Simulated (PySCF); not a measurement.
## TlCl, MP2: how much the basis matters

PySCF, RHF reference; singlet, unpaired electrons none; De to Tl + Cl without counterpoise correction. Frozen cores follow the default of each basis and core potential.

```json
{"basis": "def2-SVP", "relativity": "scalar-relativistic core potentials", "functions": "44", "Re (Å)": "2.509", "ωe (cm⁻¹)": "307", "De (eV)": "4.01", "frozen orbitals": "9"}
{"basis": "cc-pVDZ-PP/cc-pV(D+d)Z", "relativity": "scalar-relativistic core potentials", "functions": "46", "Re (Å)": "2.528", "ωe (cm⁻¹)": "289", "De (eV)": "4.05", "frozen orbitals": "9"}
{"basis": "def2-SVPD", "relativity": "scalar-relativistic core potentials", "functions": "59", "Re (Å)": "2.565", "ωe (cm⁻¹)": "276", "De (eV)": "4.36", "frozen orbitals": "9"}
{"basis": "x2c-TZVPPall", "relativity": "spin-free X2C", "functions": "125", "Re (Å)": "2.496", "ωe (cm⁻¹)": "290", "De (eV)": "4.44", "frozen orbitals": "39"}
```

Question: How does each smaller set differ from the one with most functions, x2c-TZVPPall?

Answer: def2-SVP: +1.3 pm, +5.9 % in ωe, -0.43 eV in De; cc-pVDZ-PP/cc-pV(D+d)Z: +3.2 pm, -0.3 % in ωe, -0.39 eV in De; def2-SVPD: +6.9 pm, -4.8 % in ωe, -0.08 eV in De. All at MP2; the set with most functions is neither the basis-set limit nor always the best. The rows treat relativity differently, so the differences are not basis effects alone.

Correlated steps freeze the inner cores (9 to 39 orbitals); shallow outer-core shells are correlated. Correlated levels converge slowly with the basis: in double zeta they bind strong bonds too weakly, by up to about 1 eV, and carry superposition errors of some tenths. These are scalar-relativistic numbers at best; spin–orbit coupling would shift them, the dissociation energy most. Where the molecule has an RHF reference, its open-shell atoms are computed with UHF.
